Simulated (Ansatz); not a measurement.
The same path of FH₂NSeSi (6 atoms, charge 0, multiplicity 1) was run twice with different band settings. The coordinate that changes most is the angle H5–N1–Si2.

Method: Ansatz 0.2.0, RKS LDA/def2-SVP.

Relaxed end points:

```xyz
6
Properties=species:S:1:pos:R:3
N 1.504 0.277 -0.525
Si 0.305 -0.439 0.236
F 0.623 -1.767 1.085
Se -1.898 -0.211 0.566
H 1.387 1.127 -1.088
H -1.921 1.011 -0.275
```

```xyz
6
Properties=species:S:1:pos:R:3
N 0.903 0.748 -0.718
Si 0.260 -0.376 0.202
F 0.871 -1.667 0.961
Se -1.905 -0.371 0.678
H 1.894 0.807 -0.978
H -2.024 0.858 -0.146
```

Common settings: movable images 5; climbing image yes; spring 5.0 eV/Å²; optimiser quadratic models (default); force threshold 0.05 eV/Å; iteration limit 60; end points relaxed.

| run | start path |
| --- | --- |
| 1 | IDPP |
| 2 | straight line |

What does each run give, and how far can it be trusted?

Run 1: converged after 6 iterations, highest image 0.106 eV above the first end. A vibrational analysis at the climbing image gives one clearly imaginary mode, 362i cm⁻¹: a first-order saddle point.
Run 2: converged after 11 iterations, highest image 0.106 eV above the first end. Another band between the same ends (5 images) ends at a top of the same energy, where a vibrational analysis finds 1 clearly imaginary mode.
